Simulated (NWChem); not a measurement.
Molecule: SnNH$_{2}$Cl$_{3}$; SMILES [NH2][Sn]([Cl])([Cl])[Cl]

```xyz
7

N     -0.2923    -0.0284     2.2028
Sn    -0.0193    -0.0015     0.2099
Cl    -1.1179     1.8514    -0.6609
Cl    -0.9230    -1.9518    -0.6733
Cl     2.2052     0.1203    -0.5012
H      0.1009     0.7959     2.6565
H      0.1165    -0.8578     2.6328
```
Atoms are numbered in this order, from 1.

Results from NWChem. Medium grid unless said otherwise, to which SCAN and Minnesota functionals are sensitive. All runs use the structure optimised with PBE0/def2-SVP. Not confirmed as a minimum by frequencies. def2 effective core potentials on Sn; no spin-orbit coupling.

Q: Predict the results for MN15/def2-SVP. Quantities: highest occupied level (eV); orbital gap (eV); dipole (D).

A: 
```
Property                     Value
---------------------------  -----
highest occupied level (eV)  -9.22
orbital gap (eV)              7.24
dipole (D)                    2.87
```
